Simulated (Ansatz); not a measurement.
`[F][Sn]([F])([F])[SiH3]` + H₂ → `[F][SnH]([F])[F]` + SiH₄ at 600 K and 1 bar (hydrogenolysis of the Sn–Si bond).

Isolated molecules relaxed with PBE0-D4/def2-TZVP in Ansatz; ΔE leaves out vibrations. CCSD(T)/CBS adds triple-zeta CCSD(T) − MP2 to the extrapolated MP2 energy (def2 sets, frozen cores). This one scheme is used for every species. def2 core potentials past Kr. For Sn outer-core shells are correlated without core-valence functions, which leaves a few kJ/mol of doubt a bond.

```csv
species,CCSD(T)/CBS energy (Eh),H − E (kJ/mol),S (J/(mol·K))
`[F][Sn]([F])([F])[SiH3]`,-804.39187,145.7,475.9
H₂,-1.17544,43.9,150.8
`[F][SnH]([F])[F]`,-514.09299,76.8,373.2
SiH₄,-291.46306,108.7,242.3
```

H − E and S are ideal-gas, rigid-rotor, harmonic terms from PBE0-D4/def2-TZVP. The MP2-based limit puts H₂ 0.8 mEh under its directly extrapolated value; such offsets cancel only in part. 1 Eh = 2625.50 kJ/mol, R = 8.31446 J/(mol·K).

Q: By hand: ΔE, ΔH, ΔS and ΔG.

A: ΔE = (-514.09299) + (-291.46306) − (-804.39187) − (-1.17544) = 0.01126 Eh = 29.6 kJ/mol. Δ(H − E) = 76.8 + 108.7 − 145.7 − 43.9 = -4.1, so ΔH = 25.5 kJ/mol. ΔS = 373.2 + 242.3 − 475.9 − 150.8 = -11.2 J/(mol·K). ΔG = 25.5 − 600 × (-11.2)/1000 = 32.2 kJ/mol.

Q: By hand: the equilibrium constant, and the temperature at which ΔG would vanish if ΔH and ΔS stayed fixed.

A: log₁₀ K = −ΔG/(RT ln 10) = -2.8. ΔH and −TΔS have one sign here, so there is no such temperature.

The number of gas molecules stays the same, so ΔS is small and ΔH decides. A doubt of 5 kJ/mol in ΔE shifts log₁₀ K by 0.4 here. Modes under 60 cm⁻¹, often nearly free rotors, make the harmonic entropy too high. These are equilibria of isolated gas molecules and say nothing of rates. Largest T1 diagnostic: 0.015 (customary marks: 0.02 for closed shells, 0.045 for open ones).
